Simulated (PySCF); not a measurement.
Species: C₆H₁₀N₂Si.
Z-matrix (Å and degrees, PBE0-D3(BJ)/def2-SVP geometry), rows numbered from 1:
```
C 
C   1  1.5258
C   2  1.5022  1  111.75
N   3  1.3348  2  114.66  1   -80.21
N   4  1.3127  3  121.05  2   177.98
C   5  1.3272  4  119.73  3     0.07
C   6  1.3953  5  122.86  4    -0.10
C   7  1.3909  6  118.18  5    -0.08
Si  8  1.8862  3  123.16  2     2.56
H   1  1.1001  2  111.08  3   178.21
H   1  1.1000  2  109.91  3    58.30
H   1  1.1011  2  111.40  3   -61.35
H   2  1.1004  1  109.57  3  -119.16
H   2  1.1028  1  110.43  3   123.11
H   6  1.0943  5  115.57  4   179.88
H   7  1.0937  6  120.18  5  -179.99
H   9  1.4932  8  110.89  3   -56.15
H   9  1.4938  8  110.69  3    64.42
H   9  1.4931  8  107.63  3  -176.03
```

The closed-shell ground state was solved at several levels (PySCF, density fitting, gas phase, non-relativistic).

```csv
level,basis functions,HOMO (eV),LUMO (eV),gap (eV),dipole (D)
CAM-B3LYP/pcSseg-1,210,-8.12,-0.54,7.58,3.55
B3LYP/def2-SVPD,264,-6.40,-1.89,4.51,3.45
```

What might PBE0/pcSseg-1 (210 basis functions) give for the same quantities?

HOMO -6.71 eV, LUMO -1.69 eV, gap 5.02 eV, dipole 3.46 D.

Over all these levels, which gives the widest orbital gap and which the narrowest?

CAM-B3LYP/pcSseg-1 (range-separated hybrid) has the widest, 7.58 eV, and B3LYP/def2-SVPD (global hybrid, 20 % exact exchange) the narrowest, 4.51 eV. Functional and basis both differ between the two, so the spread mixes both effects.

How far do the dipole and the HOMO energy spread over the levels?

The dipole runs from 3.45 to 3.55 D (mean 3.49 D) and the HOMO from -8.12 to -6.40 eV.

One conformer stands for the species.
